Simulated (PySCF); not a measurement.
SMILES FC(F)(c1ccc(cc1)Br)F, singlet, GFN2-xTB optimised geometry.

```
15

F     -1.76    -2.49    -1.28
C     -1.39    -2.15    -0.03
F     -2.52    -2.11     0.70
F     -0.67    -3.18     0.44
C     -0.63    -0.85     0.00
C     -1.34     0.34    -0.01
C     -0.66     1.54    -0.01
C      0.72     1.54     0.00
Br     1.66     3.18     0.00
C      1.44     0.35     0.00
C      0.75    -0.85     0.00
H     -2.42     0.33    -0.01
H     -1.20     2.48    -0.01
H      2.52     0.36     0.00
H      1.30    -1.79     0.01
```

Density from B3LYP/def2-TZVP (PySCF) at that geometry.

Minimum of the electron density along straight lines between bonded atoms, close to the bond critical point (lines longer than 1.1 times the sum of covalent radii, or with two minima, are not listed):

```
bond     length / Å  ρ at the minimum / e bohr⁻³  ∇²ρ there / e bohr⁻⁵  position (fraction from the first atom)
-------  ----------  ---------------------------  --------------------  ---------------------------------------
F1–C2         1.348                        0.283                 -0.55                                     0.65
C2–F3         1.342                        0.285                 -0.52                                     0.34
C2–F4         1.340                        0.287                 -0.51                                     0.34
C2–C5         1.503                        0.276                 -0.78                                     0.54
C5–C6         1.390                        0.320                 -0.95                                     0.51
C6–C7         1.382                        0.325                 -0.97                                     0.50
C7–C8         1.386                        0.324                 -0.97                                     0.48
C8–Br9        1.898                        0.167                 -0.20                                     0.45
C8–C10        1.386                        0.324                 -0.97                                     0.52
C5–C11        1.389                        0.321                 -0.95                                     0.51
C10–C11       1.383                        0.324                 -0.97                                     0.50
C6–H12        1.079                        0.291                 -1.06                                     0.65
C7–H13        1.079                        0.291                 -1.06                                     0.65
C10–H14       1.079                        0.291                 -1.06                                     0.65
C11–H15       1.079                        0.292                 -1.06                                     0.65
```
